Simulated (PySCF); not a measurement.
Delta-SCF ions had no search for a lower state. Excitations are Tamm–Dancoff values on a coarser integration grid. The basis has no diffuse functions, so Rydberg states are missing or too high.

**C₂H₈O₄Sn, SMILES `C[O][Sn]([OH])([OH])[O]C` (charge 0, multiplicity 1)**

The numbers are results of PBE0-D4/def2-TZVP // PBE0-D4/def2-SVP in PySCF, not measurements.

The HOMO is -8.05 eV and the dipole moment comes out as 1.08 D. The HOMO–LUMO gap comes out as 6.30 eV and the LUMO is -1.75 eV. The S1 excitation (TDA) is 4.89 eV and the S1 oscillator strength comes out as 0.016. The brightest of the four lowest singlets (TDA) comes out as 5.64 eV. The T1 excitation (TDA) is 4.45 eV and the S1–T1 gap (TDA) is 0.44 eV. The vertical ionisation energy (Delta-SCF) is 9.87 eV and the total energy comes out as -596.0245 Ha. The cost is around 4 core-minutes (rough).

```xyz
15

C      2.4288     0.5112    -0.4359
O      1.2882    -0.0113    -1.0697
Sn    -0.1504    -0.8693    -0.0382
O     -1.3250    -1.6733    -1.3920
O      0.6672    -2.1343     1.2229
O     -1.2337     0.3293     1.0842
C     -2.1234     1.2561     0.5142
H      2.2089     1.4334     0.1342
H      3.1655     0.7690    -1.2144
H      2.9060    -0.2094     0.2532
H     -0.8500    -1.8049    -2.2224
H      0.1636    -2.1705     2.0461
H     -2.8042     0.7991    -0.2270
H     -2.7427     1.6784     1.3227
H     -1.5986     2.0965     0.0221
```
Charge 0, spin multiplicity 1.
